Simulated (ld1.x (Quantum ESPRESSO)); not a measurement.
**PBE ultrasoft dataset for Cd, fully relativistic all-electron reference.**

Cd (Z = 48), ultrasoft, made with ld1.x (Quantum ESPRESSO) 7.5 (PBE, fully relativistic). Core [Ar] 3d10 4s2, reference 4p6 4d10 5s1 5p0 (charge +1). Waves: 5s (bound): rcut 0.85, rcutus 1.05 bohr; 5s channel at 3.1 Ry: rcut 0.85, rcutus 1.05 bohr; 4p (bound): rcut 1.55, rcutus 1.70 bohr; 5p (bound, empty): rcut 1.55, rcutus 1.70 bohr; 4d (bound): rcut 1.40, rcutus 1.70 bohr; 4d channel at -0.55 Ry: rcut 1.40, rcutus 1.70 bohr. Local part: all-electron potential smoothed inside 1.45 bohr (lloc = -1). Core correction: none. Augmentation charge: PSQ, radius 0.90 bohr.

Open shells are filled in proportion to 2j + 1 (rel_dist='average').

All-electron outer shells of the reference configuration (PBE, scalar-relativistic, ld1.x):

| shell | level (eV) | outermost node (bohr) | outermost maximum (bohr) |
| --- | --- | --- | --- |
| 4s | -114.75 | 0.43 | 0.79 |
| 4p | -75.82 | 0.43 | 0.84 |
| 4d | -20.51 | 0.42 | 0.98 |
| 5s | -13.06 | 1.06 | 2.23 |
| 5p | -7.37 | 1.19 | 2.83 |

(1) Does the generator finish with these settings?

Results:

(1) No. ld1.x (Quantum ESPRESSO) 7.5 stopped with "chargeps: negative rho": the pseudo-density turned negative during the self-consistent test, most likely because a state had been found with a wrong node count and its wave set to zero before. The 5s radius of 1.05 bohr lies inside the outermost node of the all-electron wave at 1.06 bohr. Before that it printed "Warning: n=1, l=0 expected 0 nodes, found 1".
